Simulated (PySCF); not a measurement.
SMILES [SH][In]([OH])[SH] (H₃InOS₂) (CAM-B3LYP/def2-SVP optimised geometry):

```
7

In    -0.055     0.336     0.000
O      1.930     0.336     0.000
H      2.330    -0.542     0.013
S     -1.302    -1.714    -0.002
H     -0.197    -2.490     0.005
S     -1.078     2.490     0.000
H     -2.330     1.985    -0.003
```

Computed with CAM-B3LYP/def2-TZVP, def2 effective core potentials past Kr (PySCF).

**Question.** What are the frontier orbital energies and the dipole moment?

**Answer.** HOMO-2 -9.73 eV, HOMO-1 -9.29 eV, HOMO -8.94 eV, LUMO -0.95 eV, LUMO+1 -0.11 eV; dipole moment 1.92 D.

On the same geometry PBE/def2-TZVP, def2 effective core potentials past Kr run with PySCF gives HOMO-2 -7.27 eV, HOMO-1 -6.62 eV, HOMO -6.40 eV, LUMO -2.73 eV, LUMO+1 -1.62 eV; dipole moment 1.75 D.
